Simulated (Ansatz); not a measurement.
`[OH][Cd][Cl]` + `O[SiH3]` → `[SiH3][O][Cd][Cl]` + H₂O at 298.15 K and 1 bar (ligand exchange at a Cd–O bond).

Isolated molecules relaxed with PBE0-D4/def2-TZVP in Ansatz; ΔE leaves out vibrations. CBS: MP2 limit from def2 TZ/QZ plus the TZ coupled-cluster correction, frozen cores. This one scheme is used for every species. def2 core potentials past Kr. For Cd outer-core shells are correlated without core-valence functions, which leaves a few kJ/mol of doubt a bond. Each species was taken in one conformer, which may not be the lowest.

| species | CCSD(T)/CBS energy (Eh) | H − E (kJ/mol) | S (J/(mol·K)) |
| --- | --- | --- | --- |
| `[OH][Cd][Cl]` | -703.31715 | 50.4 | 298.8 |
| `O[SiH3]` | -366.69042 | 113.6 | 257.8 |
| `[SiH3][O][Cd][Cl]` | -993.63708 | 98.9 | 366.7 |
| H₂O | -76.37941 | 66.4 | 188.7 |

H − E and S are ideal-gas, rigid-rotor, harmonic terms from PBE0-D4/def2-TZVP, for one conformer and one mirror image of each species. 1 Eh = 2625.50 kJ/mol, R = 8.31446 J/(mol·K).

Question: By hand: ΔE, ΔH, ΔS and ΔG.

Answer: ΔE = (-993.63708) + (-76.37941) − (-703.31715) − (-366.69042) = -0.00892 Eh = -23.4 kJ/mol. Δ(H − E) = 98.9 + 66.4 − 50.4 − 113.6 = 1.3, so ΔH = -22.1 kJ/mol. ΔS = 366.7 + 188.7 − 298.8 − 257.8 = -1.2 J/(mol·K). ΔG = -22.1 − 298.15 × (-1.2)/1000 = -21.7 kJ/mol.

Question: By hand: the equilibrium constant, and the temperature at which ΔG would vanish if ΔH and ΔS stayed fixed.

Answer: log₁₀ K = −ΔG/(RT ln 10) = 3.8. ΔG = 0 at ΔH/ΔS = 18417 K, far beyond where these terms or the molecules hold.

The number of gas molecules stays the same, so ΔS is small and ΔH decides. A doubt of 5 kJ/mol in ΔE shifts log₁₀ K by 0.9 here. Other conformers and mirror images would add mixing entropy, several J/(mol·K) or more a flexible species. Modes under 60 cm⁻¹, often nearly free rotors, make the harmonic entropy too high. These are equilibria of isolated gas molecules and say nothing of rates. Largest T1 diagnostic: 0.015 (customary marks: 0.02 for closed shells, 0.045 for open ones).
